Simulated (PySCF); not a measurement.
Isomers of C9H8, from PySCF, PBE0-D3(BJ)/def2-SVP geometry optimisation, gas phase. One conformer each, no zero-point energy, no frequencies.

Question: Which isomer lies lowest at this level?
A. 1-phenyl-1-propyne, `CC#Cc1ccccc1`: A = 5491, B = 821.6, C = 717.9 MHz, dipole 0.53 D
B. `C#CC1=C[C@H]2C=C[C@@H]1C2`: A = 3859, B = 1310, C = 1235 MHz, dipole 0.75 D
C. indene (`C1=Cc2ccccc2C1`): A = 3788, B = 1583, C = 1124 MHz, dipole 0.76 D
D. `C#Cc1cccc(C)c1` (3-ethynyltoluene): A = 3302, B = 1190, C = 879.5 MHz, dipole 1.03 D
E. `C1=CC2(C=C1)C=CC=C2`: A = 4230, B = 1327, C = 1327 MHz, dipole 0.00 D
F. `C#CC1=C[C@@]2(C)C=C[C@@H]12`: A = 3713, B = 1202, C = 1033 MHz, dipole 0.66 D
G. `CC1=CC(=C2C=C2)C=C1`: A = 5164, B = 962.1, C = 815.1 MHz, dipole 4.25 D

Answer: C. That is indene (`C1=Cc2ccccc2C1`), 34.8 kcal/mol below the next.

```json
{"SMILES": "C1=Cc2ccccc2C1", "mapped SMILES": "[CH:1]1=[CH:2][c:3]2[cH:4][cH:5][cH:6][cH:7][c:8]2[CH2:9]1", "E (Eh)": "-347.11976", "relative (kcal/mol)": "0.0", "relative (kJ/mol)": "0.0", "dipole (D)": "0.76"}
{"SMILES": "CC#Cc1ccccc1", "mapped SMILES": "[CH3:1][C:2]#[C:3][c:4]1[cH:5][cH:6][cH:7][cH:8][cH:9]1", "E (Eh)": "-347.06430", "relative (kcal/mol)": "34.8", "relative (kJ/mol)": "145.6", "dipole (D)": "0.53"}
{"SMILES": "C#Cc1cccc(C)c1", "mapped SMILES": "[CH:1]#[C:2][c:3]1[cH:4][cH:5][cH:6][c:7]([CH3:8])[cH:9]1", "E (Eh)": "-347.05673", "relative (kcal/mol)": "39.6", "relative (kJ/mol)": "165.5", "dipole (D)": "1.03"}
{"SMILES": "C1=CC2(C=C1)C=CC=C2", "mapped SMILES": "[CH:1]1=[CH:2][C:3]2([CH:4]=[CH:5]1)[CH:6]=[CH:7][CH:8]=[CH:9]2", "E (Eh)": "-347.04221", "relative (kcal/mol)": "48.7", "relative (kJ/mol)": "203.6", "dipole (D)": "0.00"}
{"SMILES": "CC1=CC(=C2C=C2)C=C1", "mapped SMILES": "[CH3:1][C:2]1=[CH:3][C:4](=[C:5]2[CH:6]=[CH:7]2)[CH:8]=[CH:9]1", "E (Eh)": "-346.98786", "relative (kcal/mol)": "82.8", "relative (kJ/mol)": "346.3", "dipole (D)": "4.25"}
{"SMILES": "C#CC1=C[C@H]2C=C[C@@H]1C2", "mapped SMILES": "[CH:1]#[C:2][C:3]1=[CH:4][C@H:5]2[CH:6]=[CH:7][C@@H:8]1[CH2:9]2", "E (Eh)": "-346.98452", "relative (kcal/mol)": "84.9", "relative (kJ/mol)": "355.1", "dipole (D)": "0.75"}
{"SMILES": "C#CC1=C[C@@]2(C)C=C[C@@H]12", "mapped SMILES": "[CH:1]#[C:2][C:3]1=[CH:4][C@@:5]2([CH3:6])[CH:7]=[CH:8][C@@H:9]12", "E (Eh)": "-346.93677", "relative (kcal/mol)": "114.8", "relative (kJ/mol)": "480.4", "dipole (D)": "0.66"}
```

As drawn, the lowest has an aromatic ring, which the highest lacks; the highest has a four-membered ring, a C≡C bond and a quaternary carbon, which the lowest lacks.
